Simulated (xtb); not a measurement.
C₅H₈O, charge +1, doublet, from a rough starting geometry (a state made from the parent by changing its charge; the spin is typed, not shown lowest); GFN2-xTB (xtb).

The xtb input:
```
$ xtb mol.xyz --gfn 2 --chrg 1 --uhf 1 --opt vtight --json

# file mol.xyz
14

O      1.05785173     2.27831011    -0.42515562
C      0.52504542     1.20315215    -0.22873408
C      1.30706029    -0.13016522    -0.08031070
C      0.26110268    -1.13119134    -0.16170757
C     -1.07539676    -0.50116816     0.47308645
C     -0.88998716     0.84227001    -0.12352017
H      2.06733754    -0.20400189    -0.76721748
H      1.82389423    -0.03849580     0.94782880
H      0.49761417    -2.05413218     0.46463670
H      0.05500759    -1.45574173    -1.13001064
H     -0.97237371    -0.44450419     1.50309370
H     -1.94788381    -1.02839823     0.07418348
H     -1.34432414     0.99385913    -1.11051374
H     -1.41764178     1.64996335     0.52658689
```

It wrote (shortened):

```
   ID    Z sym.   atoms
    1    8 O      1
    2    6 C      2-6
    3    1 H      7-14

           -------------------------------------------------
          |                Calculation Setup                |
           -------------------------------------------------

           -------------------------------------------------
          |                 G F N 2 - x T B                 |
           -------------------------------------------------

          ...................................................
          :                      SETUP                      :
          :.................................................:
          :  # basis functions                  32          :
          :  # atomic orbitals                  32          :
          :  # shells                           20          :
          :  # electrons                        33          :
          :  max. iterations                   250          :
          :  Hamiltonian                  GFN2-xTB          :
          :  restarted?                      false          :
          :  GBSA solvation                  false          :
          :  PC potential                    false          :
          :  electronic temp.          300.0000000     K    :
          :  accuracy                    1.0000000          :
          :  -> integral cutoff          0.2500000E+02      :
          :  -> integral neglect         0.1000000E-07      :
          :  -> SCF convergence          0.1000000E-05 Eh   :
          :  -> wf. convergence          0.1000000E-03 e    :
          :  Broyden damping             0.4000000          :
          :  net charge                          1          :
          :  unpaired electrons                  1          :
          ...................................................

 iter      E             dE          RMSdq      gap      omega  full diag
   1    -18.5239618 -0.185240E+02  0.384E+00    4.49       0.0  T
   2    -18.5548038 -0.308420E-01  0.216E+00    3.59       1.0  T
   3    -18.5491511  0.565275E-02  0.146E+00    4.05       1.0  T
   4    -18.5638284 -0.146774E-01  0.532E-01    3.82       1.0  T
   5    -18.5665080 -0.267960E-02  0.234E-01    3.77       1.0  T
   6    -18.5669957 -0.487653E-03  0.861E-02    3.77       1.0  T
   7    -18.5669721  0.235661E-04  0.466E-02    3.77       1.0  T
   8    -18.5670017 -0.296081E-04  0.116E-02    3.77       2.3  T
   9    -18.5670024 -0.648499E-06  0.315E-03    3.77       8.5  T
  10    -18.5670024 -0.655429E-07  0.112E-03    3.77      23.8  T
  11    -18.5670024 -0.524620E-08  0.516E-04    3.77      51.8  T
  12    -18.5670024 -0.296244E-08  0.192E-04    3.77     139.2  T

   *** convergence criteria satisfied after 12 iterations ***

         :::::::::::::::::::::::::::::::::::::::::::::::::::::
         ::                     SUMMARY                     ::
         :::::::::::::::::::::::::::::::::::::::::::::::::::::
         :: total energy             -18.310769588648 Eh    ::
         :: gradient norm              0.190517649165 Eh/a0 ::
         :: HOMO-LUMO gap              3.772791799989 eV    ::
         ::.................................................::
         :: SCC energy               -18.566992360812 Eh    ::
         :: -> isotropic ES            0.112545767309 Eh    ::
         :: -> anisotropic ES         -0.013008389672 Eh    ::
         :: -> anisotropic XC          0.010241451448 Eh    ::
         :: -> dispersion             -0.006765163535 Eh    ::
         :: repulsion energy           0.256222772165 Eh    ::
         :: add. restraining           0.000000000000 Eh    ::
         :: total charge               1.000000000000 e     ::
         :::::::::::::::::::::::::::::::::::::::::::::::::::::

      -----------------------------------------------------------
     |                   =====================                   |
     |                        A N C O P T                        |
[...]
 * total energy  :   -18.3388761 Eh     change       -0.1279947E-04 Eh
 * total energy  :   -18.3388954 Eh     change       -0.1928784E-04 Eh
 * total energy  :   -18.3389133 Eh     change       -0.1797973E-04 Eh
 * total energy  :   -18.3389518 Eh     change       -0.3843172E-04 Eh
 * total energy  :   -18.3389722 Eh     change       -0.2041059E-04 Eh
 * total energy  :   -18.3389889 Eh     change       -0.1668975E-04 Eh
 * total energy  :   -18.3389990 Eh     change       -0.1013985E-04 Eh
 * total energy  :   -18.3390025 Eh     change       -0.3454025E-05 Eh
 * total energy  :   -18.3390043 Eh     change       -0.1840708E-05 Eh
 * total energy  :   -18.3390050 Eh     change       -0.7047596E-06 Eh
 * total energy  :   -18.3390051 Eh     change       -0.1052569E-06 Eh
 * total energy  :   -18.3390052 Eh     change       -0.8073192E-07 Eh
   *** GEOMETRY OPTIMIZATION CONVERGED AFTER 46 ITERATIONS ***
         :: total energy             -18.339005192671 Eh    ::
[...]
        24                         -0.0562799              -1.5315
        25                         -0.0518817              -1.4118
        26                         -0.0007028              -0.0191
        27                          0.0028935               0.0787
        28                          0.0154226               0.4197
       ...                                ...                  ...
        32                          0.5099221              13.8757
      -------------------------------------------------------------
                  HL-Gap            0.1464432 Eh            3.9849 eV
             Fermi-level           -0.5817047 Eh          -15.8290 eV

     #   Z          covCN         q      C6AA      α(0)
     1   8 O        0.856    -0.134    17.020     5.531
     2   6 C        2.828     0.281    22.259     7.731
     3   6 C        3.819    -0.075    21.926     6.664
     4   6 C        3.819    -0.070    21.826     6.649
     5   6 C        3.819    -0.070    21.830     6.649
     6   6 C        3.819    -0.076    21.929     6.664
     7   1 H        0.924     0.131     1.526     1.932
     8   1 H        0.924     0.156     1.350     1.817
     9   1 H        0.923     0.154     1.365     1.827
    10   1 H        0.924     0.131     1.525     1.931
    11   1 H        0.923     0.154     1.365     1.827
    12   1 H        0.924     0.130     1.533     1.936
    13   1 H        0.924     0.131     1.524     1.931
    14   1 H        0.924     0.156     1.351     1.818

 Mol. C6AA /au·bohr⁶  :       1374.652749
 Mol. C8AA /au·bohr⁸  :      31530.448411
 Mol. α(0) /au        :         54.907722

Wiberg/Mayer (AO) data.
largest (>0.10) Wiberg bond orders for each atom

 ---------------------------------------------------------------------------
     #   Z sym  total        # sym  WBO       # sym  WBO       # sym  WBO
 ---------------------------------------------------------------------------
     1   8 O    2.408 --     2 C    1.972
     2   6 C    3.895 --     1 O    1.972     6 C    0.894     3 C    0.892
     3   6 C    3.953 --     4 C    1.042     7 H    0.951     2 C    0.892
                             8 H    0.879
     4   6 C    3.985 --     3 C    1.042     5 C    1.032    10 H    0.918
                             9 H    0.871
     5   6 C    3.985 --     6 C    1.041     4 C    1.032    12 H    0.921
                            11 H    0.871
     6   6 C    3.953 --     5 C    1.041    13 H    0.951     2 C    0.894
                            14 H    0.879
     7   1 H    0.983 --     3 C    0.951
     8   1 H    0.975 --     3 C    0.879
     9   1 H    0.972 --     4 C    0.871
    10   1 H    0.982 --     4 C    0.918
    11   1 H    0.972 --     5 C    0.871
    12   1 H    0.982 --     5 C    0.921
    13   1 H    0.983 --     6 C    0.951
    14   1 H    0.975 --     6 C    0.879
 ---------------------------------------------------------------------------

Topologies differ in total number of bonds
Writing topology from bond orders to xtbtopo.mol

molecular dipole:
                 x           y           z       tot (Debye)
 q only:       -0.178      -0.465       0.483
   full:       -0.165      -0.454       0.566       1.891
molecular quadrupole (traceless):
                xx          xy          yy          xz          yz          zz
 q only:        3.505      -2.025      -0.051      -0.105       1.321      -3.454
  q+dip:        3.289      -2.642      -1.506       0.474       2.234      -1.782
   full:        3.369      -2.600      -1.416       0.583       2.516      -1.952

optimized geometry written to: xtbopt.xyz

           -------------------------------------------------
          | TOTAL ENERGY              -18.339005192671 Eh   |
          | GRADIENT NORM               0.000084656158 Eh/α |
          | HOMO-LUMO GAP               3.984921203036 eV   |
           -------------------------------------------------

normal termination of xtb
```
